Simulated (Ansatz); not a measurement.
Reaction (cleavage of the B–Si bond): `CB(O)[SiH2][SiH3]` + CH₃SH → `CSB(C)O` + `[SiH3][SiH3]`

Computed with Ansatz on PBE0-D4/def2-TZVP structures; ΔE is electronic, products minus reactants. CBS: MP2 limit from def2 TZ/QZ plus the TZ coupled-cluster correction, frozen cores. This one scheme is used for every species. Functionals use def2-TZVPP. B3LYP here is the variant with VWN-RPA as its local correlation; programs differ in this. Each species was taken in one conformer, which may not be the lowest.

Is it downhill or uphill in electronic energy at CCSD(T)/CBS, and by how much? (An estimate is asked.)

Computed: Downhill: ΔE = -0.94 eV.

What do these levels give: r2SCAN-D4, PBE0-D4, ωB97X-V, PBE, B3LYP, HF/def2-TZVPP, MP2/def2-TZVPP, CCSD/def2-TZVPP, HF/def2-QZVPP, MP2/def2-QZVPP, SCS-MP2/def2-QZVPP, HF/CBS(def2)? (Best estimate.)

Ansatz gave: r2SCAN-D4 -0.96, PBE0-D4 -0.90, ωB97X-V -0.93, PBE -0.86, B3LYP -0.91, HF/def2-TZVPP -0.99, MP2/def2-TZVPP -1.02, CCSD/def2-TZVPP -0.93, HF/def2-QZVPP -0.99, MP2/def2-QZVPP -1.02, SCS-MP2/def2-QZVPP -0.99, HF/CBS(def2) -0.99 eV.

Largest T1 diagnostic among the species: 0.014.

From PBE to PBE0 (25 % exact exchange), in def2-TZVPP and without D4, ΔE moves by −0.03 eV.
